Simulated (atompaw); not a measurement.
u(r) = r·R(r): atom against pseudo-atom (osmium (Os))

Columns: radius, all-electron u(r) and pseudo u(r) of the 6s shell (level -6.15 eV) of osmium in the configuration [Kr] 4d10 4f14 5s2 5p6 5d6 6s2 6p0; PBE, scalar-relativistic, PAW (atompaw) scheme, atompaw 4.2.0.5.

| r (bohr) | all-electron | pseudo |
| --- | --- | --- |
| 0.071 | 0.0487 | -0.0751 |
| 0.142 | -0.1362 | -0.1477 |
| 0.213 | -0.0099 | -0.2150 |
| 0.285 | 0.1556 | -0.2755 |
| 0.356 | 0.1927 | -0.3255 |
| 0.427 | 0.1188 | -0.3641 |
| 0.498 | -0.0050 | -0.3900 |
| 0.569 | -0.1292 | -0.4023 |
| 0.640 | -0.2267 | -0.4007 |
| 0.712 | -0.2877 | -0.3849 |
| 0.783 | -0.3103 | -0.3561 |
| 0.854 | -0.3007 | -0.3152 |
| 0.925 | -0.2655 | -0.2637 |
| 0.996 | -0.2117 | -0.2034 |
| 1.067 | -0.1454 | -0.1363 |
| 1.138 | -0.0718 | -0.0646 |
| 1.210 | 0.0059 | 0.0106 |
| 1.281 | 0.0823 | 0.0849 |
| 1.352 | 0.1564 | 0.1575 |
| 1.423 | 0.2265 | 0.2268 |
| 1.494 | 0.2915 | 0.2915 |
| 1.565 | 0.3508 | 0.3508 |
| 1.637 | 0.4050 | 0.4050 |
| 1.708 | 0.4524 | 0.4524 |
| 1.779 | 0.4939 | 0.4939 |
| 1.850 | 0.5298 | 0.5298 |

**Question.** How many radial nodes do the two functions have?

**Answer.** The all-electron 6s function has n − l − 1 = 5 (the table is too coarse to show those close to the nucleus); the pseudo-wave has 1, since 1 lower shell of the same l stays in the valence.

**Question.** At about which radius was the pseudo-wave matched?

**Answer.** 1.65 bohr. The columns agree to 0.0005 from 1.42 bohr on; several derivatives are matched, so the curves merge somewhat inside the radius.

**Question.** Is the pseudo-wave norm-conserving?

**Answer.** No, it belongs to a PAW set: the norm inside the radius is not constrained, and the difference is carried by the augmentation charge.
